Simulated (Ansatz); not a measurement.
H3In (SMILES [InH3]) moved off its minimum; all values from Ansatz (a first-principles code), cores frozen in correlated methods. Elements past Kr take the def2 small-core potentials, without spin–orbit coupling.
(charge 0, multiplicity 1)
```xyz
4

In    -0.0770    -0.0931     0.0529
H      0.5300    -0.6198     1.4592
H     -0.4956     1.5355    -0.1648
H     -0.4870    -1.1520    -1.1721
```

Q: Give the forces (eV/Å), the total energy and the dipole at CCSD(T)/def2-TZVPPD.

A: 
```json
[
 {"atom": "In1", "Fx": "-0.547", "Fy": "0.593", "Fz": "-0.715"},
 {"atom": "H2", "Fx": "0.834", "Fy": "-0.625", "Fz": "1.688"},
 {"atom": "H3", "Fx": "-0.098", "Fy": "0.785", "Fz": "-0.101"},
 {"atom": "H4", "Fx": "-0.188", "Fy": "-0.752", "Fz": "-0.873"}
]
```
Energy -191.0182 hartree, dipole 0.36 D.
